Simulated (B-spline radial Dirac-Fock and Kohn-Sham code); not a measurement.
# Tb⁵¹⁺: eigenvalues, ΔSCF and the reference

System: Tb⁵¹⁺, configuration 1s2 2s2 2p6 3s2 3p2.

The density-functional columns are spherical, spin-unpolarised Dirac-Kohn-Sham results without Breit or QED terms: −ε is minus the orbital energy of the initial state and ΔSCF the difference of two total energies. The reference in the last column comes from relaxed Dirac-Fock hole states (ΔSCF) with Breit and QED corrections and a finite nucleus. All numbers are from a radial B-spline solver, in eV; a selection of levels is shown. For the 1s level of heavy atoms much of the gap between ΔSCF and the reference is the Breit and QED part, -225.9 eV here; for other levels the error of the functional can be larger.

```
level   LDA −ε  LDA ΔSCF  Dirac-Fock
    K  55454.2   55972.2     55755.6
   L1  12102.3   12229.4     12269.6
   L2  11728.8   11882.0     11849.6
   L3  10961.7   11102.5     11089.3
   M1   4856.2    4908.8      4900.2
 M2,3   4587.5    4641.9      4634.9
```

Values without a named source are computed, but for edge energies of neutral atoms, which are taken from tables.
